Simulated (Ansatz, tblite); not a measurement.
Forces on the cluster Zn₃Se₃⁺ at its PBE-D4/def2-SVP geometry. Charge 1, multiplicity 2.

The xTB rows come from tblite. Another isomer (doublet) lies 0.03 eV lower at r2SCAN-D4/def2-SVP; other spin states weren't run for this one.

GFN1-xTB (tblite), largest force 1.11 eV/Å:

```xyz
6
positions Å, forces eV/Å
Zn   -2.830   -1.870    0.447    0.046    0.056   -0.005
Zn    1.042    1.702   -0.023   -0.199    0.280    0.087
Zn   -0.907   -0.308    0.177   -0.275    0.199    0.095
Se    1.131   -1.587   -0.499    0.876    0.584   -0.130
Se    2.714    0.089   -0.649   -0.780   -0.788    0.078
Se   -1.151    1.974    0.547    0.332   -0.331   -0.125
```

GFN2-xTB (tblite), largest force 0.82 eV/Å:

```
Zn -0.205 -0.168 0.028
Zn 0.084 0.791 0.087
Zn -0.471 0.050 0.123
Se 0.791 -0.094 -0.206
Se 0.099 -0.770 -0.130
Se -0.298 0.192 0.098
```

PBE-D4/def2-SVP (Ansatz), largest force 0.01 eV/Å:

```
Zn 0.007 0.002 -0.002
Zn 0.007 -0.002 -0.002
Zn -0.012 -0.006 0.002
Se -0.004 0.000 0.002
Se 0.001 0.005 0.000
Se 0.001 0.001 0.000
```
